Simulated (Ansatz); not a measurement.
Born–Oppenheimer molecular dynamics of H$_{7}$NOSi$_{2}$ (11 atoms, charge 0, multiplicity 1). It starts from a relaxed structure.

All numbers below come from RKS B3LYP-D4/6-31G* (Ansatz).

```json
{
 "ensemble": "NVT, Nosé–Hoover chain",
 "time step": "0.5 fs",
 "steps asked": "100",
 "set temperature": "300 K",
 "thermostat": "time constant 1 fs, chain length 1",
 "seed": "162406"
}
```

First frame:

```xyz
11
Properties=species:S:1:pos:R:3
Si -0.011 -0.117 -0.035
O -0.136 -0.324 1.609
Si -1.263 -0.489 2.804
H -1.830 -1.867 2.818
H -0.614 -0.225 4.112
H -2.389 0.471 2.620
H 1.426 -0.284 -0.346
H -0.522 1.234 -0.382
N -0.904 -1.222 -1.007
H -1.892 -1.086 -1.179
H -0.651 -2.201 -1.065
```

Question: What does the run give?

Answer: The run went to its last step.

```json
{
 "steps done": "100",
 "time covered": "50 fs",
 "mean temperature over the second half": "302 K",
 "spread of the potential energy over the second half": "8.8 meV per atom",
 "mean potential energy of the second half above the start": "42.9 meV per atom"
}
```

The conserved energy stayed within 0.12 meV per atom of its start (net change 0.088 meV per atom), so the integration is sound. A run of 0.05 ps of so small a system gives no equilibrium averages.

Question: What happens to the structure?

Answer: The same pairs are bonded in the first frame and the last. Pairs count as bonded within 1.25 times the sum of covalent radii (0.12 Å more for H–H). The details hang on the random start.

Question: How do temperature and energy run in time?

Answer: 
| time (fs) | T (K) | potential energy less start (eV) | conserved less start (meV/atom) |
| --- | --- | --- | --- |
| 0 | 300 | 0.000 | 0.00 |
| 4 | 317 | 0.099 | 0.04 |
| 8 | 304 | 0.205 | 0.03 |
| 12 | 327 | 0.359 | 0.09 |
| 16 | 296 | 0.309 | 0.03 |
| 20 | 297 | 0.297 | 0.07 |
| 24 | 266 | 0.261 | 0.02 |
| 28 | 270 | 0.347 | 0.06 |
| 32 | 260 | 0.397 | 0.04 |
| 36 | 282 | 0.509 | 0.07 |
| 40 | 309 | 0.578 | 0.08 |
| 44 | 337 | 0.584 | 0.09 |
| 48 | 342 | 0.483 | 0.07 |

The run took 10 min on 1 thread of Arm Neoverse N1, with other jobs on the host, peak memory 0.16 GiB.
